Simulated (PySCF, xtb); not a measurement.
Zn(Et)(SH) anion (C₂H₆SZn), SMILES C[CH2][Zn][SH] (connectivity only; charge and spin as stated), charge -1, multiplicity 2. The values are those of a single conformer.

Harmonic wavenumbers (cm⁻¹) from GFN2-xTB run with xtb at its own minimum, in rising order: 9, 48, 104, 118, 150, 182, 245, 346, 449, 900, 925, 1046, 1146, 1247, 1406, 1504, 1522, 1531, 2465, 2792, 2874, 2894, 2959, 2970.

Q: What does TPSSh-D3(BJ)/def2-SVPD run with PySCF give at its own minimum? (The exact figures need the calculation; the answer reports its results.)

A: 31, 71, 191, 210, 223, 253, 421, 483, 540, 889, 922, 1024, 1149, 1240, 1374, 1435, 1479, 1486, 2638, 2928, 2970, 3013, 3017, 3054. Paired by order, the mean absolute difference is 70 cm⁻¹ and the zero-point energies are 42.6 and 44.4 kcal/mol.
